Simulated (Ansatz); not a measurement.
Relaxation of BrCl$_{3}$H$_{2}$Si (7 atoms, charge 0, multiplicity 1), to a largest force component of 0.03 eV/Å in at most 50 steps.

All numbers below come from Ansatz 0.2.0, RKS LDA/def2-SVP.

```xyz
7
Properties=species:S:1:pos:R:3
Si -0.602 0.000 -0.481
H 0.055 0.000 2.120
Cl 1.309 0.000 0.223
Cl -0.823 1.669 -1.623
Cl -0.823 -1.669 -1.623
Br -2.314 0.000 1.011
H -0.214 0.000 2.797
```

Q: Where does it end, and by what steps?

A: The run converged. The force dipped under the threshold on the way, but the program's further checks kept it going. After 7 steps the energy has fallen by 0.404 eV; H7 moved furthest, 0.74 Å.

```json
{"step": "0", "energy less start (eV)": "0.0000", "largest force component (eV/Å)": "2.042", "accepted": "yes"}
{"step": "1", "energy less start (eV)": "-0.2657", "largest force component (eV/Å)": "0.333", "accepted": "yes"}
{"step": "2", "energy less start (eV)": "-0.3667", "largest force component (eV/Å)": "0.149", "accepted": "yes"}
{"step": "3", "energy less start (eV)": "-0.3947", "largest force component (eV/Å)": "0.064", "accepted": "yes"}
{"step": "4", "energy less start (eV)": "-0.4017", "largest force component (eV/Å)": "0.082", "accepted": "yes"}
{"step": "5", "energy less start (eV)": "-0.4035", "largest force component (eV/Å)": "0.018", "accepted": "yes"}
{"step": "6", "energy less start (eV)": "-0.4036", "largest force component (eV/Å)": "0.129", "accepted": "yes"}
{"step": "7", "energy less start (eV)": "-0.4041", "largest force component (eV/Å)": "0.015", "accepted": "yes"}
```

```xyz
7
Properties=species:S:1:pos:R:3
Si -0.717 0.000 -0.772
H 0.174 0.000 2.707
Cl 1.094 0.000 0.165
Cl -0.858 1.658 -1.939
Cl -0.858 -1.658 -1.939
Br -2.314 0.000 0.719
H 0.067 0.000 3.484
```

Whether the end is a true minimum wasn't checked by a vibrational analysis.

Run time: 6.1 s on 4 threads of Arm Neoverse V2, on a shared host, peak memory 0.18 GiB.
